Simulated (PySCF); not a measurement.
Molecule: Al(H)(OH)(SH), SMILES [OH][AlH][SH] (H₃AlOS). Atoms near the plane z = 1.5 Å, at the B3LYP/def2-SVP optimised geometry (x, y, z in Å): Al1 (0.4, 0.2, 0.0), H2 (1.9, 0.2, 0.0), O3 (-0.6, -1.2, 0.0), H4 (-0.3, -2.1, 0.0), S5 (-0.7, 2.1, 0.0), H6 (-1.9, 1.5, 0.0).

Level of theory: B3LYP/def2-TZVP (PySCF). The values are rescaled to run from 0 to 1.

```
|::......................:::::::|
|::......................:::::::|
|:::........    ........::::::::|
|:::.......      .......::::::::|
|::::......      ......:::::::::|
|:::::.....      ....:::::::::::|
|::::::.......  ....::::::::::::|
|:::::::...........:::::::::::::|
|:::::::::........::::::::::::::|
|:::::::::::::..::----::::::::::|
|:::::::::::::::--===--:::::::::|
|:::::::::::::--+***+=-:::::::::|
|::::::::::::-=+#%%%*=-:::...:::|
|:::::::::::-=+#@@@@#+-:::...:::|
|:::::::::::-=*@@@@@%+-:::..::::|
|:::::::...::=*%@@@@%+-:::::::::|
|::::.......:-=*@@@@#+-:::::::::|
|::.......  ..:=*#%#*=-:::::::::|
|::......     .:=++++=-:::::::::|
|:.......      .:-===---::::::::|
|:.......      .:-------::::::::|
|:.......     .::-------::::::::|
|:............::--------::::::::|
|::..........::---------::::::::|
|:::.......:::----------::::::::|
|::::::::::::-----------::::::::|
|::::::::::::-----------::::::::|
|::::::::::::----------:::::::::|
|::::::::::::----------:::::::::|
|:::::::::::::--------::::::::::|
|::::::::::::::------:::::::::::|
```
Scale: ten equal steps from 0.000 (start of ' ') to 1.00 (end of '@'), in the order ' .:-=+*#%@'; x runs from -4.50 to 4.50, y from -4.50 (bottom) to 4.50 (top).

**Question.** Which quantity is mapped?
A. electrostatic potential
B. electron localisation function
C. Laplacian of the electron density
D. log10 of the electron density

**Answer.** A, electrostatic potential. In full: electrostatic potential (hartree/e), clipped to [-0.08, 0.12].
